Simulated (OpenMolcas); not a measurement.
Au3+ with 6 ligands (water) in octahedral coordination (Th). Ligand basis ANO-RCC-VDZP.

* Program: OpenMolcas 26.06
* Method: SS-CASPT2, IPEA 0.25 Eh, imaginary shift 0.1 Eh (closed shells correlated: 5s 5p and the ligand valence shells)
* Basis: ANO-RCC-VDZP [7s6p4d2f]
* Scalar Hamiltonian: DKH2, point nucleus
* Active space: 8 electrons in 5 orbitals (5d)
* State averaging: 2S+1 = 3 even, 10 roots; 2S+1 = 1 even, 15 roots
* Spin-orbit coupling: state interaction with AMFI integrals over the reference wave functions

All ligands move together. At R = 2.21 Å the first state of the same spin is 19360 cm-1, and at R = 2.34 Å it is 15320 cm-1.

**Question.** A third run gives 21640 cm-1. What distance was it run at?

**Answer.** With a power law R^-n the two known points give n = -ln(15320 / 19360) / ln(2.34 / 2.21) = 4.09. Then R = 2.21 × (19360 / 21640)^(1/4.09) = 2.151 Å. The run was at 2.17 Å, so the estimate is off by -0.019 Å.

Roots that are degenerate in the reference are averaged as groups; the widest CASPT2 spread within a group is 2000 cm-1 (the 3-fold group of multiplicity 1 near 21600 cm-1 above the lowest state of its run, R = 2.34). Shifts and gaps below about the spread of the groups concerned are not significant. Over all roots computed the reference weight is 0.65 to 0.69 in R = 2.17, 0.64 to 0.69 in R = 2.21, 0.63 to 0.69 in R = 2.34; the roots of lowest weight are the least certain, and an intruder state may touch them. Real 4d8 and 5d8 ions are as a rule square planar and diamagnetic. Ligand-to-metal charge-transfer states are missing. With no ligand orbital active B as a rule stays too high, so bands that hang on it stand too high and its fall with covalency is understated. With one d shell and no ligand orbital active, 10Dq can be off by a tenth or more. The least metal-like active orbital is 78 % on the metal (Löwdin) and no ligand orbital is active, so the numbers are rough (holds for R = 2.17; R = 2.21). The least metal-like active orbital is 80 % on the metal (Löwdin) and no ligand orbital is active, so the numbers are rough (holds for R = 2.34). No measured value stands beside these numbers; the geometry was imposed, not optimised, and the real ion may take another.
